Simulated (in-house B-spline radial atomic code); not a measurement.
RPA and G0W0 on LDA exchange-only: In IV (In3+)

Configuration [Kr] 4d10, mean-field start LDA exchange-only. Computed with a B-spline radial code for spherical atoms: all electrons, scalar-relativistic (spin-free one-electron X2C), finite nucleus, each spin shell either full or empty, empty states to l = 9 with an (l + 1/2)⁻⁴ tail; G0W0 by contour deformation at full frequency.

Command:
```bash
python run_gw.py task.json out
```
Settings (radii: box in bohr, nucleus in fm):
```
Z                        49
electrons                46
configuration            [Kr] 4d10
hamiltonian              x2c
method                   lda,
lmax                     9
rms_radius               4.6156
spin_polarised           False
box_radius               14.14
intervals                68
```

Run time, properties included: 5.8 s on 1 thread of Arm Neoverse V2 (shared host).

Energies (hartree):

```
                                     term        value
                         mean-field total  -5868.64485
Hartree-Fock functional on these orbitals  -5876.47103
                      direct second order      -4.1376
                    second-order exchange       1.1445
                         SOSEX correction       1.0667
```

Question: What is the RPA correlation energy, and what remains with SOSEX?

Answer: RPA gives -3.6392 hartree (-2.15 eV per electron); RPA + SOSEX gives -2.5725, and the second-order doubles -2.9931 hartree (no singles). RPA lacks exchange-type terms and so overcorrelates at short range.

Quasi-particle levels (eV):

```
level  occupied  mean field  Σx - vxc     Σc  QP weight     G0W0
   4d       yes      -46.39    -10.96      ?          ?        ?
   5s        no      -32.16      5.72  -2.11      0.969  -28.549
```

G0W0 = mean field + (Σx - vxc) + Σc, with Σc (partial-wave tail included) taken at the quasi-particle energy. Only the outer levels were computed. Levels of low weight are left out.

Question: Where does G0W0 put 4d?

Answer: At -56.72 eV, with Σc = 0.63 eV and a quasi-particle weight of 0.917. The tabulated removal energy is 55.45 ± 0.04 eV (NIST, measured); the calculation leaves out spin-orbit coupling, Breit and QED terms, and what these don't explain is the method's own error.
